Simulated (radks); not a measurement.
The rubidium ion Rb4+, 33 electrons, occupied as [Ar] 3d10 4s2 4p3.

Calculated with a radial shooting solver on a logarithmic mesh with Libxc functionals: Dirac Kohn-Sham, LDA (Slater exchange, Perdew-Wang correlation), spin-unpolarised, spherical densities, finite nucleus; open shells are shared between the two j in proportion to 2j + 1; Fermi nuclear charge, rms radius 4.2036 fm.

Energy parts (eV):
| part | energy |
|---|---|
| total | -80905.909 |
| kinetic | 83187.285 |
| electron-nucleus | -193752.645 |
| Hartree | 32260.574 |
| exchange-correlation | -2601.123 |

Orbitals (lengths in bohr, moments of r in powers of bohr; <r^-3> diverges for s and p1/2; r(90%) holds 90 % of the orbital's charge):
1s1/2: occ. 2; eigenvalue (eV) -15058.14; <r> 0.04034; <r^2> 0.002192; r(90%) 0.0722
2s1/2: occ. 2; eigenvalue (eV) -2057.630; <r> 0.1778; <r^2> 0.03732; r(90%) 0.275
2p1/2: occ. 2; eigenvalue (eV) -1872.937; <r> 0.1523; <r^2> 0.02849; r(90%) 0.249
2p3/2: occ. 4; eigenvalue (eV) -1812.247; <r> 0.1564; <r^2> 0.02991; <r^-3> 1564; r(90%) 0.255
3s1/2: occ. 2; eigenvalue (eV) -349.3245; <r> 0.5109; <r^2> 0.3000; r(90%) 0.759
3p1/2: occ. 2; eigenvalue (eV) -283.0771; <r> 0.5115; <r^2> 0.3060; r(90%) 0.779
3p3/2: occ. 4; eigenvalue (eV) -273.9122; <r> 0.5219; <r^2> 0.3184; <r^-3> 238.6; r(90%) 0.794
3d3/2: occ. 4; eigenvalue (eV) -157.4437; <r> 0.5207; <r^2> 0.3316; <r^-3> 31.97; r(90%) 0.848
3d5/2: occ. 6; eigenvalue (eV) -155.8801; <r> 0.5244; <r^2> 0.3362; <r^-3> 30.81; r(90%) 0.854
4s1/2: occ. 2; eigenvalue (eV) -78.7216; <r> 1.359; <r^2> 2.085; r(90%) 1.97
4p1/2: occ. 1; eigenvalue (eV) -61.5879; <r> 1.497; <r^2> 2.547; r(90%) 2.20
4p3/2: occ. 2; eigenvalue (eV) -60.3837; <r> 1.522; <r^2> 2.630; <r^-3> 31.57; r(90%) 2.23

The highest occupied level is 4p3/2 at -60.384 eV. Summed over all electrons, <r^2> = 18.06 bohr^2, which gives a Langevin (diamagnetic) susceptibility term of -14.3 x 10^-6 cm^3/mol. The electron density at the nucleus is 5.47e+04 e/bohr^3. For comparison, the ionisation energy in NIST's Atomic Spectra Database is 68.4 eV (theoretical). In exact Kohn-Sham theory the highest level is minus the ionisation energy, but local and semilocal functionals leave it too shallow, through self-interaction and a potential that decays too fast; potentials with the right tail come closer.

Beside tabulated values, note that spin-unpolarised runs miss the spin-polarisation part of the exchange energy of open shells.
